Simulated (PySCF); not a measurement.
Xe (xenon, neutral) across methods

[Kr] 4d10 5s1 5p6 6p1, high-spin 3P determinant (an excited configuration). Calculation: PySCF 2.14, in aug-cc-pwCVDZ-PP with ECP28MDF; scalar relativity through the core potential.

| method | E (hartree) | mean ε 5p α (eV) | mean ε 5p β (eV) | mean ε 6p α (eV) | Σ⟨r²⟩ (bohr²) | ⟨S²⟩ |
| --- | --- | --- | --- | --- | --- | --- |
| B3LYP | -328.6191 | -14.303 | -13.228 | -1.060 | 89.69 | 2.002 |
| PBE | -328.5226 | -13.187 | -12.443 | -0.912 | 89.65 | 2.001 |
| PBEsol | -328.2181 | -13.199 | -12.472 | -0.868 | 89.51 | 2.001 |
| LDA | -328.0852 | -13.303 | -12.642 | -0.826 | 89.20 | 2.000 |
| wB97X | -328.5398 | -17.008 | -15.579 | -1.948 | 89.82 | 2.003 |
| r2SCAN | -328.6397 | -13.710 | -12.724 | -0.873 | 89.88 | 2.004 |
| UHF | -327.38513 | -18.207 | -15.095 | -1.748 | 91.04 | 2.012 |
| PBE0 | -328.5258 | -14.680 | -13.421 | -1.217 | 89.82 | 2.002 |

**Question.** Estimate the same row for r2SCAN0.

**Answer.** E (hartree) = -328.5958; mean ε 5p α (eV) = -15.035; mean ε 5p β (eV) = -13.591; mean ε 6p α (eV) = -1.159; Σ⟨r²⟩ (bohr²) = 89.92; ⟨S²⟩ = 2.006.

Energies and moments cover only the electrons outside the core potential. The outer electron is Rydberg-like, and this basis confines it to a smaller radius and binds it less than a complete one would.
